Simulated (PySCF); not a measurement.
Co- (cobalt, charge -1) across methods

[Ar] 3d8 4s2, high-spin 3F determinant. Computed with PySCF 2.14 in dyall-av2z (16s12p7d2f, 101 functions), with the non-relativistic Hamiltonian (point nucleus).

| method | E (hartree) | mean ε 3d β (eV) | mean ε 4s α (eV) | mean ε 4s β (eV) | Σ⟨r²⟩ (bohr²) | ⟨S²⟩ |
| --- | --- | --- | --- | --- | --- | --- |
| UHF | -1381.34107 | -5.418 | -1.311 | -0.062 | 87.98 | 2.161 |
| LDA | -1380.229 | 2.111 | 0.663 | 0.928 | 65.34 | 2.016 |
| r2SCAN0 | -1382.705 | 0.233 | 0.106 | 0.491 | 67.90 | 2.031 |
| B97-3 | -1382.623 | 0.126 | 0.261 | 0.502 | 72.54 | 2.011 |
| PBE0 | -1382.536 | 0.374 | 0.255 | 0.569 | 68.40 | 2.018 |
| MN15 | -1383.161 | -0.925 | -0.510 | -0.242 | 70.31 | 2.016 |
| PBE | -1382.542 | 2.099 | 0.761 | 1.035 | 67.17 | 2.017 |
| HSE06 | -1382.549 | 0.804 | 0.585 | 0.897 | 67.38 | 2.019 |

(1) Estimate the same row for r2SCAN.

⟨S²⟩ = 2.16 against 2.00 shows spin contamination. The outer electron is barely bound at this level, so radii and moments hang on the diffuse functions.

The highest occupied level is positive at LDA, r2SCAN0, B97-3, PBE0, r2SCAN, PBE, HSE06: only the finite basis holds that electron, which in a density functional comes from self-interaction.

Results:

(1) E (hartree) = -1382.752; mean ε 3d β (eV) = 2.008; mean ε 4s α (eV) = 0.616; mean ε 4s β (eV) = 0.928; Σ⟨r²⟩ (bohr²) = 65.95; ⟨S²⟩ = 2.026.
